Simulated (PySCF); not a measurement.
What builds the third ionisation energy along the third row

Calculated with PySCF 2.14 from differences of total energies of unrestricted determinants, without spin-orbit coupling. Each column adds one step, in eV (sums use unrounded values): valence MP2, valence CCSD, valence triples, then the next inner shell at CCSD(T) (Si 2s 2p, P 2s 2p, S 2s 2p, Cl 2s 2p, Ar 2s 2p). References (NIST) marked * lie between the lowest fine-structure levels; the others compare directly ((s) semi-empirical, (t) theoretical).

```
                                                       element     UHF  + MP2  + CCSD  + (T)  + inner shell     sum             reference
        Si [Ne] 3s2 → [Ne] 3s1 (def2-TZVPPD, non-relativistic)  31.978  0.868   0.355  0.000          0.150  33.350                33.493
     P [Ne] 3s2 3p1 → [Ne] 3s2 (def2-TZVPPD, non-relativistic)  29.599  0.288   0.128  0.029          0.006  30.049              30.203 *
 S [Ne] 3s2 3p2 → [Ne] 3s2 3p1 (def2-TZVPPD, non-relativistic)  34.159  0.476   0.044  0.032          0.007  34.718    34.86 ± 0.04 (s) *
Cl [Ne] 3s2 3p3 → [Ne] 3s2 3p2 (def2-TZVPPD, non-relativistic)  38.958  0.648  -0.071  0.035          0.008  39.578     39.8 ± 0.11 (s) *
Ar [Ne] 3s2 3p4 → [Ne] 3s2 3p3 (def2-TZVPPD, non-relativistic)  39.381  0.796   0.111  0.026          0.022  40.337  40.735 ± 0.012 (s) *
```

What remains against the references is mostly basis incompleteness and, for starred values, spin-orbit coupling.

These are valence bases, so the inner-shell step is incomplete.
